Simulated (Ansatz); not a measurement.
# Energy profile

The step: SiHF₃ ([F][SiH]([F])[F]) + H₂ → SiH₂F₂ ([F][SiH2][F]) + HF; bonds formed: Si1–H7, F2–H6; bonds broken: Si1–F2, H6–H7 (atoms numbered as in the saddle structure below).

```csv
atom,x (Å),y (Å),z (Å)
Si1,-0.1652,0.3461,-0.1821
F2,1.3571,-0.2920,0.7546
F3,-1.5113,0.2109,-1.0388
F4,-0.6511,1.1466,1.0874
H5,0.7245,1.0065,-1.1356
H6,0.5574,-1.1211,0.4783
H7,-0.3113,-1.2970,0.0362
```

Electronic energies by CCSD(T) at an estimated basis limit (MP2 extrapolated from triple and quadruple zeta, plus CCSD(T) − MP2 in triple zeta), on PBE0-D4/def2-TZVP structures; SiH3F3, singlet; no counterpoise correction. Computed with Ansatz 0.2.0 (basis: def2-TZVPP and def2-QZVPP); correlated methods freeze the cores. Extrapolation: Hartree–Fock as exp(−7.88 √X), correlation as X^−2.97.

Problem. Give the profile in kcal/mol, counted from the separated reactants. (Judge from chemistry; the value comes from the calculation.)

Solution. Computed:
```csv
point,kcal/mol
"separated: SiHF3 (linked as [F][SiH]([F])[F]; Si1, F2, F3, F4, H5; singlet) + H2 (H6, H7; singlet)",0.00
start structure,-0.48
saddle,62.99
end structure,29.71
"separated: SiH2F2 (linked as [F][SiH2][F]; Si1, F3, F4, H5, H7; singlet) + HF (F2, H6; singlet)",33.31
```

No T1 diagnostic of these runs exceeds 0.013.

For scale, one of the runs: CCSD(T)/def2-TZVPP, 177 basis functions, launched by `ansatz run in.yaml --threads 2 --pin off --events-out ev --progress --plain --max-ram 4352MiB`. The run took 59 s on 2 CPU threads (shared host), with 1.8 GiB of host memory at its peak.
